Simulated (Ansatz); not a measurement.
Harmonic frequencies (cm⁻¹) at PBE0-D4/def2-TZVP from Ansatz: 145, 335, 378, 507, 549, 611, 724, 735, 779, 846, 857, 930, 946, 974, 1029, 1121, 1217, 1230, 1387, 1452, 2186, 2196, 2654, 2972, 3063, 3077, 3132.

Which molecule is it?
A. `C=NC(N)(O)F`
B. `B1CC[SiH2]1`
C. `CB1C[SiH2]1`
D. `CC1B[SiH2]1`

B.
